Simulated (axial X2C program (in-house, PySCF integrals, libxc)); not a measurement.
**What spin–orbit coupling does to TaN**

Computed with an axial X2C code built on PySCF integrals. Spin-free means the one-electron spin-free X2C Hamiltonian; two-component (2c) means X2C with spin–orbit coupling and atomic mean-field two-electron Coulomb and Gaunt terms, so the difference of the two also holds small scalar two-electron terms. Basis: Ta dyall-cv3z [13s14p9d7f4g], N dyall-av3z [7s7p3d2f] (cores contracted in-house); Gaussian nuclei, density fitting, unrestricted open shells. Masses: Ta 180.948 u, N 14.003 u.

Spin-free state: M_S = 0, Λ = 0 (closed shell); fragments Ta + N.

```tsv
level	Re (Å)	ωe (cm⁻¹)	De (eV)	μ (D)
PBE0	1.661	1162.3	6.450	-3.51
```

Dipoles are positive if N is the positive end.

Two-component determinant lowest at the distance of the search:

Ω = 0 (closed shell); fragments Ta + N.

```tsv
level	Re (Å)	ωe (cm⁻¹)	μ (D)
PBE0	1.660	1160.5	-3.48
```

(1) From the two tables, how do the constants change at the PBE0 level (2c against spin-free)?

Occupations by symmetry block were frozen at the best pattern of an incomplete PBE0 search. Closed shells are restricted here (equal orbitals for both partners); the stretched side of such a curve lies too high. De is counted from the lowest determinant-based energies of the atoms at the same level, without counterpoise correction. De is not given where an atomic determinant may have missed its ground term or J level, or where the truncated virtual space spoils (T). PBE0 can misorder states that lie within some tenths of an eV, so this need not be the ground state of the molecule. The nearest other spin-free determinant of the search, M_S = 1, Λ = 2, lies 0.25 eV up at the distance of the search. The functionals have no current-density term, which raises determinants with orbital currents, atoms included.

## Answers

(1) At the PBE0 level Re decreases by 0.001 Å and ωe drops by 1.8 cm⁻¹.
